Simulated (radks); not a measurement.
Spherical quantum dot in the effective-mass picture: electrons in a well V = -V0 / (1 + exp((r - R)/a)) with V0 = 21.8, R = 2.99, a = 0.18, all in effective atomic units (hartree* = m*/eps^2 hartree, bohr* = eps/m* bohr), one dielectric constant everywhere. Calculated with a radial shooting solver with Libxc functionals: non-relativistic Kohn-Sham, PBE, spin-polarised, spherical densities. Levels are named by radial order and angular momentum (1s, 1p, 1d, 2s, ...), and open shells are averaged over m. Results are scaled to m* = 0.162 and eps = 4.9, for which hartree* = 183.6 meV and bohr* = 1.601 nm.

N = 37, configuration 1s2 1p6 1d10 2s2 1f14 1g(up 3, down 0). This is the lowest configuration that the search found. Occupied and some empty levels:

level,occupation,eigenvalue (meV),<r> (nm)
1s up,1,-920.79,3.240
1s down,1,-915.33,3.230
1p up,3,-867.86,3.353
1p down,3,-861.95,3.347
1d up,5,-775.20,3.461
1d down,5,-768.88,3.457
1f up,7,-648.33,3.558
1f down,7,-641.67,3.555
2s up,1,-531.44,2.222
2s down,1,-529.73,2.222
1g up,3,-490.77,3.645
1g down,0,-483.85,3.643
2p up,0,-366.66,2.626
2p down,0,-364.24,2.625
1h up,0,-305.02,3.724
1h down,0,-297.90,3.723
2d up,0,-172.49,2.894
2d down,0,-169.40,2.892
3s up,0,-73.612,2.408
3s down,0,-70.902,2.411

Energy (meV): total -78883.1, kinetic 12938, external -141410, Hartree 53868, exchange-correlation -4274.5.
